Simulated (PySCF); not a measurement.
Calculation: B3LYP-D3(BJ)/def2-TZVP (PySCF). Gas-phase values, no solvent. B3LYP has the VWN-RPA correlation part, as in Gaussian. 

Reference species (SMILES): `FC([SeH])(F)F` (neutral, multiplicity 1).

| Property | Result |
|---|---|
| dipole moment | 1.45 D |

Changed species: `FC(F)(F)B` (whole molecule; the reference has whole molecule).

### Question
Give the shifts of the dipole moment.

### Answer
the dipole moment increases by 0.47 D, to 1.92 D.
